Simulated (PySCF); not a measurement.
# 3-propylpyridine, C$_{8}$H$_{11}$N

Molfile (atoms numbered from 1):
```
C8H11N
     RDKit          3D

 20 20  0  0  0  0  0  0  0  0999 V2000
   -3.1896   -0.2882   -0.1893 C   0  0  0  0  0  0  0  0  0  0  0  0
   -1.7110   -0.1851   -0.5237 C   0  0  0  0  0  0  0  0  0  0  0  0
   -0.8228   -0.0662    0.7165 C   0  0  0  0  0  0  0  0  0  0  0  0
    0.6365    0.0403    0.3807 C   0  0  0  0  0  0  0  0  0  0  0  0
    1.2525    1.2673    0.1209 C   0  0  0  0  0  0  0  0  0  0  0  0
    2.5979    1.2989   -0.2331 C   0  0  0  0  0  0  0  0  0  0  0  0
    3.2890    0.0909   -0.3186 C   0  0  0  0  0  0  0  0  0  0  0  0
    2.7237   -1.0879   -0.0738 N   0  0  0  0  0  0  0  0  0  0  0  0
    1.4390   -1.1022    0.2642 C   0  0  0  0  0  0  0  0  0  0  0  0
   -3.5383    0.5992    0.3631 H   0  0  0  0  0  0  0  0  0  0  0  0
   -3.3970   -1.1688    0.4395 H   0  0  0  0  0  0  0  0  0  0  0  0
   -3.8035   -0.3767   -1.0982 H   0  0  0  0  0  0  0  0  0  0  0  0
   -1.3915   -1.0655   -1.1070 H   0  0  0  0  0  0  0  0  0  0  0  0
   -1.5300    0.6856   -1.1774 H   0  0  0  0  0  0  0  0  0  0  0  0
   -0.9881   -0.9425    1.3657 H   0  0  0  0  0  0  0  0  0  0  0  0
   -1.1329    0.8158    1.3019 H   0  0  0  0  0  0  0  0  0  0  0  0
    0.6777    2.1949    0.2012 H   0  0  0  0  0  0  0  0  0  0  0  0
    3.1068    2.2436   -0.4372 H   0  0  0  0  0  0  0  0  0  0  0  0
    4.3498    0.0785   -0.5950 H   0  0  0  0  0  0  0  0  0  0  0  0
    1.0001   -2.0881    0.4668 H   0  0  0  0  0  0  0  0  0  0  0  0
  1  2  1  0
  2  3  1  0
  3  4  1  0
  4  5  1  0
  5  6  2  0
  6  7  1  0
  7  8  2  0
  8  9  1  0
  9  4  2  0
  1 10  1  0
  1 11  1  0
  1 12  1  0
  2 13  1  0
  2 14  1  0
  3 15  1  0
  3 16  1  0
  5 17  1  0
  6 18  1  0
  7 19  1  0
  9 20  1  0
M  END
```

Theory: PySCF 2.14.0, quadratic response CAM-B3LYP/aug-cc-pVDZ first hyperpolarisability, Taylor convention, gas phase. Geometry: PBE0-D3(BJ)/def2-SVP.

(1) Give β for the processes computed.

(2) Which lowest excitations, dipole and polarisabilities go with it?

Answers

(1) In au, Taylor convention; the vector part is βᵢ = ⅓ Σⱼ (βᵢⱼⱼ + βⱼᵢⱼ + βⱼⱼᵢ); β∥ is 3/5 of the vector part along the dipole, the dipole points from − to +:
| process | λ (nm) | β vector norm | β∥ | β HRS | depolarisation ratio |
| --- | --- | --- | --- | --- | --- |
| static β(0;0,0) | ∞ | 110.2 | 21.4 | 44.8 | 5.32 |
| second harmonic β(−2ω;ω,ω) | 1907 | 117.4 | 23.1 | 47.6 | 5.39 |
| Pockels β(−ω;ω,0) | 1907 | 112.6 | 21.9 | – | – |
| second harmonic β(−2ω;ω,ω) | 1064 | 136.1 | 27.4 | 54.9 | 5.57 |
| Pockels β(−ω;ω,0) | 1064 | 118.0 | 23.2 | – | – |

(2) S1 5.02 eV (f = 0.004); S2 5.42 eV (f = 0.009); S3 5.44 eV (f = 0.051); dipole 2.57 D; isotropic α 102.5 au static, 102.9 au at 1907 nm, 103.6 au at 1064 nm, 103.9 au at 953.5 nm, 107.2 au at 532 nm.
